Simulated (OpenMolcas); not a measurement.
# neutral nitrogen: effect of the active space

- Program: OpenMolcas 26.06
- Method: CASSCF
- Basis: ANO-L-VTZP
- Scalar Hamiltonian: non-relativistic, point nucleus
- Spin-orbit coupling: state interaction with AMFI integrals over the reference wave functions, term energies averaged over their components

A. 3 electrons in 3 orbitals (2p); 2S+1 = 4 odd, 1 root; 2S+1 = 2 odd, 8 roots; cost about 2.8 core-seconds
B. 5 electrons in 4 orbitals (2s 2p); 2S+1 = 4 odd, 1 root; 2S+1 = 2 odd, 8 roots; 2S+1 = 4 even, 3 roots; cost roughly 9 core-seconds

Energies in cm-1 above 2s2 2p3 4S* 3/2, the measured ground level; measured values from NIST Handbook of Basic Atomic Spectroscopic Data.

```json
{"Level": "2s2 2p3 4S* 3/2", "A": "0.0", "B": "0.0", "Measured": "0.0"}
{"Level": "2s2 2p3 2D* 3/2", "A": "23066", "B": "23053", "Measured": "19233"}
{"Level": "2s2 2p3 2D* 5/2", "A": "23066", "B": "23054", "Measured": "19224"}
{"Level": "2s2 2p3 2P* 1/2", "A": "38108", "B": "30373", "Measured": "28839"}
{"Level": "2s2 2p3 2P* 3/2", "A": "38109", "B": "30371", "Measured": "28839"}
```

Deviations, from unrounded energies. A percentage is the sum of absolute deviations over the sum of measured energies, with the sign that they share, or ± where signs differ.

```csv
Against measurement,Levels,A,B
mean absolute deviation (cm-1),4,6600,2700
other terms of the ground configuration (%),4,+27.3,+11.1
```

B lies closest to measurement on these levels. The largest miss of B in the table is 2s2 2p3 2D* 5/2, by +3800 cm-1. The ranking rests on the paired levels alone, and a cruder setting can come out closer through cancelling errors.

Between A and B the level of the table that moves most is 2s2 2p3 2P* 3/2, by 7700 cm-1 (lowest in B, highest in A).

Without dynamic correlation excited terms often stand tens of per cent too high (terms of higher spin than the ground term too low), and those without a measured partner can miss by more than the paired ones. With the s shell closed, the reference lacks s² → p² mixing (holds for A). Computed and measured levels are paired by configuration, term and J; levels that our copy of the source lacks, or whose pairing is in doubt (as where it misses far off the trend of its configuration), stay unpaired and out of the deviations. Levels of configurations outside the active space are missing. The table leaves out levels that lie high or whose names do not pair safely across all columns.

* marks odd parity.
